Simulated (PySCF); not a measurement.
# Telling isomers of C₈H₁₀AlN apart by NMR

PySCF 2.14.0 with density-fitted response routines calculation with coordinates at the PBE0-D3(BJ)/def2-SVP level and shieldings: GIAO PBE0/pcSseg-1; single conformer, isolated molecule, rapidly exchanging positions averaged, no relativistic terms.

Scale: TMS for ¹H, ¹³C (reference shieldings calculated alike). Where no couplings were computed, multiplicities follow the n + 1 count of equivalent neighbours, and m marks all less simple cases (inequivalent or close neighbours, rings, F or P nearby). Shifts are as computed. Against solution values, carbons near 30 ppm lie about +2 ppm off and those near 130 ppm about +5 ppm. Of 1309 compounds with measured shifts, 239 miss one by over three times the rms of a fit or turn the order of signals round; such compounds aren't used in these exercises.

(1) Tabulate the signals of `CC#[N+][AlH2-][c]1ccccc1`, `CC#Cc1ccc[n+]([AlH3-])c1` and their relative energies.

(2) What is the quickest way to tell CC#[N+][AlH2-][c]1ccccc1 from CC#Cc1ccc[n+]([AlH3-])c1?

Results:

(1) 
```tsv
SMILES	carbon types	δC	δH	E rel. (kcal/mol)
CC#[N+][AlH2-][c]1ccccc1	2×C 5×CH 1×CH3	152.3, 144.6, 133.1, 132.3, 127.2, 1.4	7.88 (d, 2H), 7.33 (m, 2H), 7.30 (m, 1H), 4.31 (br, 2H), 2.11 (s, 3H)	0.0
CC#Cc1ccc[n+]([AlH3-])c1	3×C 4×CH 1×CH3	159.0, 152.5, 148.9, 129.2, 127.5, 104.2, 80.5, 5.7	8.94 (d, 1H), 8.81 (s, 1H), 7.92 (d, 1H), 7.43 (m, 1H), 4.44 (br, 3H), 2.27 (s, 3H)	31.1
```

Energies are electronic energies at PBE0/pcSseg-1 on these geometries, without zero-point or thermal terms, each for the one conformer computed, which needn't be the lowest.

(2) Count the carbon signals: 6 against 8. The first has a substituted aromatic carbon (C) at 152.3 ppm, the second an alkyne carbon (C) at 80.5 ppm. Their most deshielded carbons lie at 152.3 and 159.0 ppm. In the proton spectra the most deshielded non-exchanging signals are 7.88 (d, 2H) and 8.94 (d, 1H).
